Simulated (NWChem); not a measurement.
# Electron attachment to Br$_{2}$Sn

```xyz
3

Sn     0.0000     0.0000     0.9543
Br    -1.9418     0.0000    -0.6816
Br     1.9418     0.0000    -0.6816
```
Charge 0, spin multiplicity 1.

Program: NWChem. Structure: optimised with PBE0/def2-SVP with def2 effective core potentials on Sn, a minimum by its harmonic frequencies.

Basis set: def2-SVPD. −ε marks an orbital energy of the parent. The basis adds only a small set of diffuse functions.

Effective core potentials replace the inner electrons of Sn; spin-orbit coupling is left out. B3LYP has NWChem's definition, with VWN1-RPA local correlation. The structure started from a generated list of species.

### Question
One of these methods gave a vertical electron affinity of 0.63 eV. Which?
A) −ε(LUMO) of B3LYP
B) −ε(LUMO) of BHandHLYP
C) −ε(LUMO) of PBE
D) −ε(LUMO) of HF

### Answer
D, −ε(LUMO) of HF. The others give 3.96 (−ε(LUMO) of PBE), 3.53 (−ε(LUMO) of B3LYP), 2.63 (−ε(LUMO) of BHandHLYP).
